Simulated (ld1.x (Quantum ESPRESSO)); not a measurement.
**What the settings do to the TM potential of Hg**

Base potential:

```
Element                 : mercury
Generator               : ld1.x (Quantum ESPRESSO) 7.5
Type                    : norm-conserving Troullier–Martins (Kleinman–Bylander form)
Functional              : PBEsol
Relativity              : scalar-relativistic
Frozen core             : [Xe] 4f14
Valence charge          : 12
Reference configuration : 5d10 6s2 6p0
Partial waves           : 6s (bound): rc 2.05 bohr; 6p (bound, empty): rc 2.45 bohr; 5d (bound): rc 2.00 bohr
Local potential         : the d channel
Core correction         : a·sin(br)/r model core inside 1.50 bohr
```

All-electron outer shells of the reference configuration (PBEsol, scalar-relativistic, ld1.x):

```json
{"shell": "4f", "level (eV)": "-95.96", "outermost node (bohr)": "–", "outermost maximum (bohr)": "0.37"}
{"shell": "5p", "level (eV)": "-66.53", "outermost node (bohr)": "0.51", "outermost maximum (bohr)": "0.93"}
{"shell": "5d", "level (eV)": "-9.88", "outermost node (bohr)": "0.55", "outermost maximum (bohr)": "1.17"}
{"shell": "6s", "level (eV)": "-6.87", "outermost node (bohr)": "1.08", "outermost maximum (bohr)": "2.21"}
{"shell": "6p", "level (eV)": "-0.99", "outermost node (bohr)": "1.28", "outermost maximum (bohr)": "3.26"}
```

Cutoffs, loose and tight: the cutoffs (Ry, on a coarse ladder) from which the occupation-weighted sum of valence levels, in a spherical-Bessel basis at the reference potential, stays within 10 and 1 mRy of its value at 400 Ry. They do not see the model core or the augmentation charge, which bear on the density cutoff. Test errors are all-electron minus pseudo excitation energies from the reference, over the configurations 5d10 6s1 6p0; 5d10 6s0 6p0; 5d9 6s0 6p0; 5d10 6s1.5 6p0; 5d10 6s0 6p1; 5d9 6s2 6p0; 5d8 6s0 6p0. A dash means not determined; rows that change the core or the reference have their own tests. The largest error is taken over the tests solved by every variant that gives reliable tests at all: 5d10 6s0 6p0; 5d10 6s1 6p0; 5d10 6s1.5 6p0; 5d8 6s0 6p0; 5d9 6s0 6p0; 5d9 6s2 6p0.

A true bound ghost makes a file unfit for plane-wave use even where its test errors are small: the radial tests pick states by their node count and pass the ghost by. Where a test does run into it, the solver fails or the error is huge.

```csv
change,outcome,"cutoff, loose","cutoff, tight",bound ghosts,largest test error (meV)
base,generated,45 Ry,70 Ry,"s, p",-247
wave 5d (bound): rc 2.00 bohr becomes 5d (bound): rc 1.52 bohr,generated,50 Ry,80 Ry,"s, p",-236
wave 5d (bound): rc 2.00 bohr becomes 5d (bound): rc 1.70 bohr,generated,50 Ry,70 Ry,"s, p",-232
wave 5d (bound): rc 2.00 bohr becomes 5d (bound): rc 1.84 bohr,generated,50 Ry,70 Ry,"s, p",-236
wave 5d (bound): rc 2.00 bohr becomes 5d (bound): rc 2.08 bohr,generated,45 Ry,70 Ry,"s, p",-260
wave 5d (bound): rc 2.00 bohr becomes 5d (bound): rc 2.24 bohr,generated,40 Ry,60 Ry,"s, p",-291
wave 5d (bound): rc 2.00 bohr becomes 5d (bound): rc 2.40 bohr,generated,40 Ry,60 Ry,"s, p",-317
wave 5d (bound): rc 2.00 bohr becomes 5d (bound): rc 2.68 bohr,generated,35 Ry,55 Ry,s,-381
```

(1) What comes out with this change to the base: wave 5d (bound): rc 2.00 bohr becomes 5d (bound): rc 2.86 bohr?

(2) What comes out with this change to the base: wave 5d (bound): rc 2.00 bohr becomes 5d (bound): rc 3.04 bohr?

(3) What comes out with this change to the base: wave 5d (bound): rc 2.00 bohr becomes 5d (bound): rc 1.28 bohr?

## Answers

(1) outcome: generated; cutoff, loose: 35 Ry; cutoff, tight: 50 Ry; bound ghosts: s; largest test error (meV): -389.

(2) outcome: generated; cutoff, loose: 30 Ry; cutoff, tight: 50 Ry; bound ghosts: s; largest test error (meV): -356.

(3) outcome: generated; cutoff, loose: 70 Ry; cutoff, tight: 90 Ry; bound ghosts: s, p; largest test error (meV): -240.

Reading the sweep of the d radius (base included, trends over the rows without a ghost): Bound ghosts are found at 1.28, 1.52, 1.7, 1.84, 2, 2.08, 2.24, 2.4, 2.68, 2.86, 3.04 bohr. Every judged row has one, so this setting neither creates nor removes them.
